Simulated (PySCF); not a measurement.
C8H9 (SMILES Cc1c[c]cc(C)c1), doublet, at a GFN2-xTB geometry; TPSS/STO-3G in PySCF.

PySCF was given this input:
```python
from pyscf import gto, scf, dft

mol = gto.M(
    atom='''
C     2.53390896   -0.89210378    0.20590525
C     1.21594166   -0.19811550    0.03625603
C     1.18719148    1.16182900   -0.29835815
C    -0.03004495    1.75356138   -0.43084276
C    -1.23074991    1.12998049   -0.26412531
C    -1.21484095   -0.22609908    0.06966145
C    -2.49545641   -0.98387104    0.25333052
C     0.01264273   -0.86205001    0.21284658
H     3.17885006   -0.70440480   -0.65107387
H     3.04337353   -0.52034798    1.09507122
H     2.39572473   -1.96546748    0.31160996
H     2.11104764    1.70257665   -0.44092707
H    -2.16914990    1.65112292   -0.38248307
H    -2.45617114   -1.58588259    1.15972643
H    -3.34404839   -0.30748003    0.31834684
H    -2.65639169   -1.65644859   -0.58971636
H     0.02520938   -1.91245693    0.47140435
''',
    basis='sto-3g',
    spin=1,
    verbose=4,
)

mf = dft.UKS(mol)
mf.xc = 'tpss'
mf.grids.level = 7
mf.kernel()
mf.analyze()
```

What the program printed (banner, timings and long lists left out):

```
PySCF version 2.14.0

[INPUT] verbose = 4
[INPUT] num. atoms = 17
[INPUT] num. electrons = 57
[INPUT] charge = 0
[INPUT] spin (= nelec alpha-beta = 2S) = 1
[INPUT] symmetry False subgroup None
[INPUT] Mole.unit = angstrom
[INPUT] Symbol           X                Y                Z      unit          X                Y                Z       unit  Magmom
[...]
nuclear repulsion = 332.586338258875
number of shells = 33
number of NR pGTOs = 147
number of NR cGTOs = 49
basis = sto-3g
ecp = {}

******** <class 'pyscf.dft.uks.UKS'> ********
method = UKS
initial guess = minao
damping factor = 0
level_shift factor = 0
DIIS = <class 'pyscf.scf.diis.CDIIS'>
diis_start_cycle = 1
diis_space = 8
diis_damp = 0
SCF conv_tol = 1e-09
SCF conv_tol_grad = None
SCF max_cycles = 50
direct_scf = True
direct_scf_tol = 1e-13
number electrons alpha = 29  beta = 28
XC library pyscf.dft.libxc version 7.1.2
    S. Lehtola, C. Steigemann, M. J. T. Oliveira, and M. A. L. Marques,  SoftwareX 7, 1–5 (2018)
XC functionals = tpss
    J. Tao, J. P. Perdew, V. N. Staroverov, and G. E. Scuseria,  Phys. Rev. Lett. 91, 146401 (2003)
    J. P. Perdew, J. Tao, V. N. Staroverov, and G. E. Scuseria,  J. Chem. Phys. 120, 6898 (2004)
    J. Tao, J. P. Perdew, V. N. Staroverov, and G. E. Scuseria,  Phys. Rev. Lett. 91, 146401 (2003)
    J. P. Perdew, J. Tao, V. N. Staroverov, and G. E. Scuseria,  J. Chem. Phys. 120, 6898 (2004)
radial grids:
    Treutler-Ahlrichs [JCP 102, 346 (1995); DOI:10.1063/1.469408] (M4) radial grids

becke partition: Becke, JCP 88, 2547 (1988); DOI:10.1063/1.454033
pruning grids: <function nwchem_prune>
grids dens level: 7
symmetrized grids: False
atomic radii adjust function: <function treutler_atomic_radii_adjust>
small_rho_cutoff = 0
Set gradient conv threshold to 3.16228e-05
tot grids = 1143472
init E= -307.609678423641

cycle= 1 E= -306.525775074627  delta_E= 1.08  |g|= 0.139  |ddm|= 4.02
cycle= 2 E= -306.530177837442  delta_E= -0.0044  |g|= 0.134  |ddm|= 0.406
cycle= 3 E= -306.540797917561  delta_E= -0.0106  |g|= 0.0453  |ddm|= 0.224
cycle= 4 E= -306.542085586612  delta_E= -0.00129  |g|= 0.0124  |ddm|= 0.0749
cycle= 5 E= -306.542194905085  delta_E= -0.000109  |g|= 0.0065  |ddm|= 0.0274
cycle= 6 E= -306.542232600599  delta_E= -3.77e-05  |g|= 0.0029  |ddm|= 0.0141
cycle= 7 E= -306.542244299353  delta_E= -1.17e-05  |g|= 0.0014  |ddm|= 0.008
cycle= 8 E= -306.542248740979  delta_E= -4.44e-06  |g|= 0.00058  |ddm|= 0.0063
cycle= 9 E= -306.542249305125  delta_E= -5.64e-07  |g|= 0.00037  |ddm|= 0.00219
cycle= 10 E= -306.542249505117  delta_E= -2e-07  |g|= 6.2e-05  |ddm|= 0.00136
cycle= 11 E= -306.542249513989  delta_E= -8.87e-09  |g|= 2.54e-05  |ddm|= 0.000352
cycle= 12 E= -306.542249513964  delta_E= 2.47e-11  |g|= 2.91e-05  |ddm|= 7.82e-05
Extra cycle  E= -306.542249511967  delta_E= 2e-09  |g|= 6.01e-05  |ddm|= 0.000125
converged SCF energy = -306.542249511967  <S^2> = 0.75857623  2S+1 = 2.0085579
**** SCF Summaries ****
Total Energy =                        -306.542249511967043
Nuclear Repulsion Energy =             332.586338258875116
One-electron Energy =                -1072.364643281792269
Two-electron Energy =                  433.236055510950166
Two-electron Coulomb Energy =          480.181787477433545
DFT Exchange-Correlation Energy =      -46.945731966483358
**** MO energy ****
                             alpha | beta                alpha | beta
[...]
To work with the spin densities directly, `use mulliken_meta_spin()` only printing them here.

 ** Mulliken spin pop alpha/beta on meta-lowdin orthogonal AOs **
 ** Mulliken Spin Density (per AO)  **
spin_pop of  0 C 1s        0.00000
spin_pop of  0 C 2s        0.00066
spin_pop of  0 C 2px       0.00329
spin_pop of  0 C 2py       0.00090
spin_pop of  0 C 2pz       0.00002
spin_pop of  1 C 1s        0.00000
spin_pop of  1 C 2s        0.00923
spin_pop of  1 C 2px       0.00165
spin_pop of  1 C 2py       0.02956
spin_pop of  1 C 2pz       0.02099
spin_pop of  2 C 1s        0.00000
spin_pop of  2 C 2s       -0.00654
spin_pop of  2 C 2px      -0.00501
spin_pop of  2 C 2py      -0.00652
spin_pop of  2 C 2pz      -0.04252
spin_pop of  3 C 1s       -0.00000
spin_pop of  3 C 2s        0.16348
spin_pop of  3 C 2px       0.01786
spin_pop of  3 C 2py       0.68203
spin_pop of  3 C 2pz       0.11403
spin_pop of  4 C 1s        0.00000
spin_pop of  4 C 2s       -0.00626
spin_pop of  4 C 2px      -0.00496
spin_pop of  4 C 2py      -0.00591
spin_pop of  4 C 2pz      -0.04039
spin_pop of  5 C 1s        0.00000
spin_pop of  5 C 2s        0.00921
spin_pop of  5 C 2px       0.00179
spin_pop of  5 C 2py       0.02852
spin_pop of  5 C 2pz       0.02107
spin_pop of  6 C 1s        0.00000
spin_pop of  6 C 2s        0.00063
spin_pop of  6 C 2px       0.00343
spin_pop of  6 C 2py       0.00127
spin_pop of  6 C 2pz      -0.00018
spin_pop of  7 C 1s        0.00000
spin_pop of  7 C 2s       -0.00264
spin_pop of  7 C 2px      -0.00284
spin_pop of  7 C 2py      -0.00380
spin_pop of  7 C 2pz      -0.03122
spin_pop of  8 H 1s        0.00046
spin_pop of  9 H 1s        0.00056
spin_pop of  10 H 1s        0.00205
spin_pop of  11 H 1s        0.02033
spin_pop of  12 H 1s        0.01980
spin_pop of  13 H 1s        0.00152
spin_pop of  14 H 1s        0.00044
spin_pop of  15 H 1s        0.00106
spin_pop of  16 H 1s        0.00296
 ** Mulliken Spin Density (per atom)  **
spin density of  0 C =      0.00486
spin density of  1 C =      0.06143
spin density of  2 C =     -0.06058
spin density of  3 C =      0.97739
spin density of  4 C =     -0.05752
spin density of  5 C =      0.06058
spin density of  6 C =      0.00514
spin density of  7 C =     -0.04049
spin density of  8 H =      0.00046
spin density of  9 H =      0.00056
spin density of  10 H =      0.00205
spin density of  11 H =      0.02033
spin density of  12 H =      0.01980
spin density of  13 H =      0.00152
spin density of  14 H =      0.00044
spin density of  15 H =      0.00106
spin density of  16 H =      0.00296
 ** Mulliken pop alpha/beta on meta-lowdin orthogonal AOs **
 ** Mulliken pop       alpha | beta **
In total            29.00000 | 28.00000
 ** Mulliken atomic charges   ( Nelec_alpha | Nelec_beta ) **
charge of  0C =     -0.12670  (     3.06578      3.06092 )
charge of  1C =      0.01838  (     3.02153      2.96010 )
charge of  2C =     -0.07729  (     3.00836      3.06894 )
charge of  3C =      0.00367  (     3.48686      2.50947 )
charge of  4C =     -0.07624  (     3.00936      3.06688 )
charge of  5C =      0.01833  (     3.02113      2.96055 )
charge of  6C =     -0.12666  (     3.06590      3.06076 )
charge of  7C =     -0.07048  (     3.01499      3.05549 )
charge of  8H =      0.05079  (     0.47483      0.47438 )
charge of  9H =      0.05192  (     0.47432      0.47376 )
charge of  10H =      0.04777  (     0.47714      0.47509 )
charge of  11H =      0.04786  (     0.48624      0.46590 )
charge of  12H =      0.04791  (     0.48595      0.46614 )
charge of  13H =      0.05040  (     0.47556      0.47404 )
charge of  14H =      0.04805  (     0.47620      0.47575 )
charge of  15H =      0.05203  (     0.47452      0.47345 )
charge of  16H =      0.04025  (     0.48136      0.47840 )
Dipole moment(X, Y, Z, Debye):  0.03914, -0.76523,  0.18102
```
